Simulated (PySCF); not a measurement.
BrOCl₃, singlet: data card

Level of theory: PySCF, B3LYP, basis Br def2-SVP, O def2-SVP, Cl def2-SVP (no relativity, density fitting).

The structure is a minimum.

```xyz
5
charge 0 multiplicity 1, angstrom
Br    0.0000   -0.2777    0.1460
O     0.0000   -1.4701   -0.9466
Cl    0.0000    1.7670   -0.9487
Cl    2.3738   -0.2331    0.5257
Cl   -2.3738   -0.2331    0.5257
```

```json
{"Point group": "Cs", "Bond lengths": "Br–Cl 2.319 Å, Br–Cl 2.404 Å (×2), Br–O 1.617 Å", "Bond angles": "Cl–Br–Cl 93.3° (×2), Cl–Br–Cl 161.7°, Cl–Br–O 96.9° (×2), Cl–Br–O 109.3°", "Entropy at 298.15 K and 1 bar": "375.6 J/(mol K)", "Enthalpy at 298.15 K above 0 K": "21.80 kJ/mol", "Lowest empty level": "-5.73 eV", "Principal polarisabilities": "38.5, 67.8, 120.0 bohr³", "Zero-point energy": "15.5 kJ/mol", "Atomisation energy without zero-point energy": "441 kJ/mol", "Principal quadrupole moments (Buckingham, traceless) about the centre of mass": "-7.98, 0.88, 7.09 D Å", "Dipole moment": "1.11 D", "Heat capacity Cp at 298.15 K": "95.5 J/(mol K)", "Highest occupied level": "-8.49 eV", "Rotational symmetry number": "1", "Rotational constants": "0.07647, 0.03836, 0.02962 cm⁻¹"}
```

Harmonic modes (masses in u: Br 78.918, O 15.995, Cl 34.969):
```
symmetry  ω (cm⁻¹)  IR (km/mol)
      a'        62          0.9
      a'       116          3.5
     a''       127          0.0
      a'       204          2.4
      a'       248          8.3
     a''       274          3.5
      a'       304         37.5
     a''       349          202
      a'       915         34.7
```

Charges (e):
| atom | Mulliken | Löwdin | polar tensor | Mayer order to Br1 |
| --- | --- | --- | --- | --- |
| Br1 | 0.91 | 0.91 | 1.81 | – |
| O2 | -0.34 | -0.36 | -0.40 | 1.51 |
| Cl3 | -0.09 | -0.07 | -0.33 | 0.74 |
| Cl4,5 | -0.24 | -0.24 | -0.54 | 0.64 |

Mulliken populations on Br1: s 7.92, p 15.78, d 10.39.

Outer orbital energies (eV). occupied: -10.51, -10.01, -9.88, -9.10, -8.82, -8.73, -8.66, -8.49; empty: -5.73, -4.39, -2.57, 7.44.

Counting electrons, bromine keeps 2 of its valence electrons outside its bonds, so the VSEPR class is AX4E1 and the expected shape is see-saw; with unlike ligands the computed point group is Cs.

Only a few start shapes were tried, so a lower isomer may exist.

The final relaxation and frequency run took about 5 core-minutes on a shared host.
